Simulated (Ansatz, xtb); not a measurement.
## Relative energy of two isomers of C4H9NS2

Structure X is `CN(C)/C(S)=C\S`, a singlet and structure Y is `CN(C)/C(S)=C/S`, a singlet. Both are isolated molecules in the gas phase, relaxed with B3LYP/def2-SVP; the shapes shown needn't be the lowest conformers.

X (Å):

| atom | x (Å) | y (Å) | z (Å) |
| --- | --- | --- | --- |
| C | 0.6983 | -0.7198 | -1.4098 |
| C | 0.6367 | 1.7177 | -1.6219 |
| C | -0.5085 | 0.6198 | 0.2156 |
| C | -1.8301 | 0.6078 | 0.4836 |
| N | -0.0146 | 0.5172 | -1.1085 |
| S | 0.7643 | 0.7654 | 1.5034 |
| S | -3.1238 | 0.4681 | -0.7078 |
| H | 0.1012 | -1.5821 | -1.0791 |
| H | 1.6941 | -0.7830 | -0.9235 |
| H | 0.8466 | -0.7999 | -2.4989 |
| H | -0.0041 | 2.5932 | -1.4423 |
| H | 0.7854 | 1.6160 | -2.7091 |
| H | 1.6261 | 1.9136 | -1.1583 |
| H | -0.0767 | 0.8352 | 2.5585 |
| H | -2.1961 | 0.6875 | 1.5101 |
| H | -2.2671 | 0.4017 | -1.7580 |

Y (Å):

```xyz
16

C     1.6948    0.5247   -1.5307
C    -0.1233    1.9706   -0.7189
C     0.5506   -0.0486    0.5434
C     1.1037   -1.3026    0.5421
N     0.8036    0.8851   -0.4456
S    -0.5333    0.5189    1.8476
S     1.0066   -2.4567    1.8847
H     1.2651   -0.2386   -2.2106
H     1.9179    1.4232   -2.1233
H     2.6438    0.1308   -1.1356
H    -0.5190    2.3933    0.2145
H    -0.9829    1.6593   -1.3465
H     0.4097    2.7772   -1.2450
H    -0.3539   -0.6231    2.5660
H     1.7227   -1.6159   -0.2974
H    -0.0581   -3.2005    1.4726
```

Problem. Which of the two would you expect CCSD(T)/def2-SVP + ΔMP2/def2-TZVPP electronic energies to favour?

Solution. CCSD(T)/def2-SVP + ΔMP2/def2-TZVPP gives E(Y) − E(X) = −0.054 eV, favouring structure Y, but this leans on the basis-set step: CCSD(T) alone gives +0.001 eV.

Level by level:

| level | geometry | E(Y) − E(X) (eV) | departure from the last row (eV) | job, with rough time for the two |
| --- | --- | --- | --- | --- |
| GFN2-xTB | GFN2-xTB | +0.071 | +0.125 | optimisation, 1 s |
| HF/STO-3G | GFN2-xTB | +0.229 | +0.283 | single point, 2.6 s |
| r2SCAN-D4/def2-SVP | GFN2-xTB | −0.147 | −0.093 | single point, 15 s |
| B3LYP/def2-SVP | B3LYP/def2-SVP | −0.124 | −0.070 | optimisation, 6.5 min |
| HF/def2-SVP | B3LYP/def2-SVP | −0.010 | +0.044 | part of the CCSD(T) run |
| MP2/def2-SVP | B3LYP/def2-SVP | −0.043 | +0.012 | part of the CCSD(T) run |
| CCSD(T)/def2-SVP | B3LYP/def2-SVP | +0.001 | +0.055 | single point |
| CCSD(T)/def2-SVP + ΔMP2/def2-TZVPP | B3LYP/def2-SVP | −0.054 |  | single point, 5.3 min |

As drawn, both hold the same kinds of bond in the same numbers.

GFN2-xTB, HF/STO-3G put the two in the other order. HF/def2-SVP, CCSD(T)/def2-SVP find them nearly level. The largest departure from CCSD(T)/def2-SVP + ΔMP2/def2-TZVPP is that of HF/STO-3G, 0.283 eV. The last row adds to CCSD(T) the change of the MP2 difference between the two basis sets, here −0.055 eV.

With thermal terms from frequencies at re-optimised GFN2-xTB minima (ideal gas, soft modes damped towards free rotors, one conformer each, 298.15 K, 1 atm): on the last row, ΔE + ΔZPE = −0.069, ΔH = −0.065, ΔG = −0.084 eV.

The correlated steps freeze 15 core orbitals. Codes used: Ansatz 0.2.0, xtb 6.7.1; the last row on 2 threads of Intel(R) Xeon(R) Processor @ 2.50GHz (Skylake/Cascade Lake) on a shared host.
